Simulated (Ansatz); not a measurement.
BFH4OSSi (`FB(S)O[SiH3]`) from Hartree–Fock to CCSD(T)

Z-matrix (Å, degrees):
```
Si
O 1 1.656
H 1 1.481 2 107.6
H 1 1.481 2 107.6 3 118.7
H 1 1.483 2 110.8 3 -120.6
B 2 1.343 1 137.7 3 120.5
S 6 1.811 2 119.0 1 -180.0
F 6 1.334 2 120.8 1 0.0
H 7 1.342 6 95.1 2 -180.0
```

The species carries charge 0 and has multiplicity 1. All single points use the PBE0-D4/def2-TZVP geometry. It is one conformer, not always the lowest. Frozen core, restricted reference, Ansatz 0.2.0. CBS rows extrapolate triple and quadruple zeta.

```tsv
basis	HF (Eh)	MP2 corr.
def2-TZVPP	-888.08622	-0.87318
def2-QZVPP	-888.11613	-0.94790
```

Problem. Estimate the CCSD correlation energy and the (T) correction in each basis where they were run (hartree).

Solution. 
| basis | CCSD corr. | (T) |
| --- | --- | --- |
| def2-TZVPP | -0.91466 | -0.03305 |
| def2-QZVPP | -0.98043 | -0.03814 |
| CBS(def2) | -1.02914 | -0.04191 |
